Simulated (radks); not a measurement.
Results of a calculation; reference values are marked as such.
Ionisation of Ti, [Ar] 3d2 4s2, to Ti+, [Ar] 3d2 4s1, under several functionals. Dirac Kohn-Sham, spin-unpolarised, spherical densities, point nucleus; open shells fill j = l - 1/2 first; a radial shooting solver on a logarithmic mesh with Libxc functionals.

| functional | E(Ti) (hartree) | Exc (hartree) | IE (eV) | -e(HOMO) (eV) | <r> HOMO (bohr) | IE error (eV) |
|---|---|---|---|---|---|---|
| PW91 | -853.83578 | -42.21023 | 7.390 | 4.336 | 1.612 | +0.562 |
| exchange-only B88 | -852.89974 | -41.24469 | 6.727 | 3.447 | 1.640 | -0.102 |
| RPBE | -853.75039 | -42.12091 | 7.258 | 4.223 | 1.615 | +0.430 |
| revPBE | -853.70169 | -42.07136 | 7.276 | 4.224 | 1.615 | +0.448 |
| Wu-Cohen GGA | -853.21538 | -41.57570 | 7.363 | 4.298 | 1.614 | +0.534 |

NIST Atomic Spectra Database: 6.828 eV (measured). Closest: exchange-only B88. The Delta-SCF values span 0.66 eV, the total energies 0.94 hartree. The highest occupied level is 3d3/2. Spin polarisation and multiplet splitting are left out, so open shells lie too high by an amount that depends on their filling.

Beside tabulated values, note that spin-unpolarised runs miss the spin-polarisation part of the exchange energy of open shells.
